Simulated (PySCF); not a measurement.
BFH4N2.
SMILES with atom numbers: `[NH2:1][B:2]([NH2:3])[F:4]` (hydrogens: H5, H6 on N1; H7, H8 on N3)

Computed, not measured: PBE0-D3(BJ)/def2-SVP geometry optimisation, gas phase in PySCF.

Entries marked ? are missing. Bonds in one row agree within 0.01 Å.

| coordinate | value |
| --- | --- |
| N1–B2, B2–N3 | ? |
| B2–F4 | ? |
| N1–H5 and 3 like bonds | 1.009 Å |
| B2–N1–H5 | ? |
| B2–N1–H6 | ? |
| H5–N1–H6 | 114.4° |
| N1–B2–N3 | ? |
| N1–B2–F4 | 117.7° |

Fill in the missing values.

- N1–B2, B2–N3 = 1.412 Å, drawn single (boron-bound nitrogen to three-coordinate boron); 0.14 Å below the sum of covalent radii, 1.55 Å.
- B2–F4 = 1.350 Å, drawn single (three-coordinate boron to boron-bound fluorine); 0.06 Å below the sum of covalent radii, 1.41 Å.
- B2–N1–H5 = 121.2°, at the boron-bound nitrogen; the outer atoms are 2.119 Å apart.
- B2–N1–H6 = 124.4°, at the boron-bound nitrogen; the outer atoms are 2.149 Å apart.
- N1–B2–N3 = 124.7°, at the three-coordinate boron; the outer atoms are 2.502 Å apart.

Radii are Cordero's.

Not checked by PBE0-D3(BJ)/def2-SVP frequencies.

Hardware: one thread of an Arm Neoverse V1, no GPU, shared host. Cost: 4.5 s of wall time. That covers the optimisation of the geometry.

Conformer computed: `[NH2:1][B:2]([NH2:3])[F:4]`: H–N1–B2–N3 180°, H–N1–B2–N3 0°, H–N3–B2–N1 0°, H–N3–B2–N1 180°.
